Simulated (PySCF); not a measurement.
## From a computed spectrum to the compound

A species of 5 atoms with charge 2 has these harmonic modes (PBE0, small Gaussian bases with core potentials, PySCF 2.14.0):

| cm⁻¹ | km/mol | symmetry |
| --- | --- | --- |
| 177 | 38.8 | b2 |
| 208 | 45.7 | b1 |
| 318 | 18.9 | a1 |
| 1238 | 15.1 | b2 |
| 1251 | 4.4 | b1 |
| 1504 | 82.8 | a1 |
| 1753 | 341.1 | a1 |
| 3052 | 0.1 | a1 |
| 3191 | 6.5 | b2 |

(1) Which species is it, and in which structure?

Results:

(1) [Yb(H2CO)]2+ (singlet):
```xyz
5

Yb    0.0000    0.0000   -0.4124
O     0.0000    0.0000    1.7775
C     0.0000    0.0000    3.0093
H     0.9555    0.0000    3.5695
H    -0.9555    0.0000    3.5695
```
Ideal gas at 298.15 K and 1 bar: S = 289.5 J/(mol K), Cp = 57.5 J/(mol K), H − H(0 K) = 14.1 kJ/mol (rigid rotor, harmonic modes, spin degeneracy alone). 
 Other answers can fit too; this one was computed.
